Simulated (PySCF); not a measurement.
## Electronic absorption of C3H9NO2Si

Species: C3H9NO2Si.
Bonds: C1–O2, O2–Si3, Si3–N4, N4–C5, C5–C6, C5–O7 (double). Hydrogens: H8, H9, H10 on C1; H11, H12 on Si3; H13 on N4; H14, H15, H16 on C6.

Theory: TDDFT wB97X-D/def2-SVPD, vertical, gas phase, core orbitals frozen in the response (PySCF 2.14.0, density-fitted response routines). One conformer (not necessarily the lowest) at the GFN2-xTB geometry, without solvent, vibrations or thermal averaging. Torsions of this conformer, `[CH3:1][O:2][SiH2:3][NH:4][C:5]([CH3:6])=[O:7]`: C1–O2–Si3–N4 180°, O2–Si3–N4–C5 -179°, Si3–N4–C5–C6 179°.

| state | E (eV) | ν̃ (cm⁻¹) | f | main configurations (H = HOMO, L = LUMO) |
| --- | --- | --- | --- | --- |
| S1 | 5.84 | 47110 | 0.0005 | H→L+2 (95%) |
| S2 | 7.35 | 59290 | 0.049 | H-1→L+2 (63%), H→L+1 (26%) |
| S3 | 7.45 | 60090 | 0.0045 | H-1→L+1 (62%), H-2→L (12%), H-2→L+1 (8%) |
| S4 | 7.56 | 60980 | 0.049 | H-2→L (22%), H-2→L+1 (18%), H→L+1 (16%) |
| S5 | 7.56 | 60990 | 0.094 | H→L+1 (32%), H→L (17%), H-1→L+2 (12%) |
| S6 | 7.86 | 63370 | 0.0003 | H-1→L (58%), H-1→L+5 (10%) |
| S7 | 8.06 | 65040 | 0.158 | H→L (48%), H→L+1 (11%), H-1→L+2 (11%) |
| S8 | 8.10 | 65360 | 0.020 | H-2→L+1 (29%), H-2→L (26%), H-2→L+3 (20%) |

Triplets, Tamm–Dancoff:

| state | E (eV) | λ (nm) | main configurations (H = HOMO, L = LUMO) |
| --- | --- | --- | --- |
| T1 | 5.40 | 229.6 | H→L+2 (94%) |
| T2 | 5.77 | 214.8 | H-1→L+2 (86%) |
| T3 | 7.25 | 171.0 | H-1→L+1 (38%), H-2→L+1 (20%), H-2→L (19%) |

The lowest singlet comes at 212 nm (564 kJ/mol) in the ultraviolet; it is very weak; its leading configuration is HOMO→LUMO+2 (95%). The most intense listed level is S7 at 8.06 eV (154 nm, f = 0.158), 2.22 eV above S1. S4/S5 lie within about 0.01 eV of each other. Löwdin shares by element: HOMO oxygen 66% or more, carbon 19% or more, nitrogen 6%; LUMO silicon 34%, carbon 22% or more, oxygen 8% or more (atoms not listed hold the other 37%). Of the 8 states listed, 5 reach f = 0.01 and 1 stays under 0.0005. The listed states span 2.26 eV, and the widest gap between neighbours is 1.51 eV (S1 to S2). The oscillator strengths of these states sum to 0.376; summed over the whole spectrum of an exact calculation they would give the number of electrons, 64 (Thomas–Reiche–Kuhn). Orbitals of the list HOMO-3 to LUMO+2 that lie within 0.01 eV of each other are written together with a slash and their weights summed (≥ marks a lower bound); for degenerate orbitals outside that list single weights are arbitrary. Singlets were solved by full linear response, triplets in the Tamm–Dancoff approximation.
